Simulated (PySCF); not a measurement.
# Solvent effects on NMR parameters

Structure with atom numbers: `[F:1][C:2]([Cl:3])([Cl:4])[C:5]([F:6])([Cl:7])[Cl:8]`.

GIAO PBE0/pcSseg-1 in PySCF 2.14 on one PBE0-D3(BJ)/def2-SVP conformer, non-relativistic, equivalent nuclei averaged. Solvents enter as an IEF-PCM continuum (chloroform with ε = 4.7, acetonitrile with ε = 35.7, dimethylsulfoxide with ε = 46.8) around the gas-phase geometry. Shifts are referred to CFCl3, TMS computed in the same medium.

Gas phase, δ in ppm: F1/F6 -75.1, C2/C5 133.5. Dipole moment 0.67 D.

Q: How does each δ change in the continuum?

A: 
```
atoms                                        environment  Δδ, chloroform  Δδ, acetonitrile  Δδ, dimethylsulfoxide
F1/F6                          fluorine on an sp3 carbon            +0.4              +0.5                   +0.5
C2/C5  fully substituted sp3 carbon bonded to 2 Cl and F            +0.7              +0.9                   +0.9
```

Changes are relative to the gas phase. The dipole moment becomes 0.77 D in chloroform, 0.81 D in acetonitrile, 0.82 D in dimethylsulfoxide.

Q: Which of the listed nuclei move most (in ppm), and what does the model miss?

A: C2/C5 (fully substituted sp3 carbon bonded to 2 Cl and F, +0.9 ppm) in dimethylsulfoxide. A continuum only polarises the solute; specific hydrogen bonds, the anisotropy of aromatic solvents and changes of geometry or conformer are outside it.
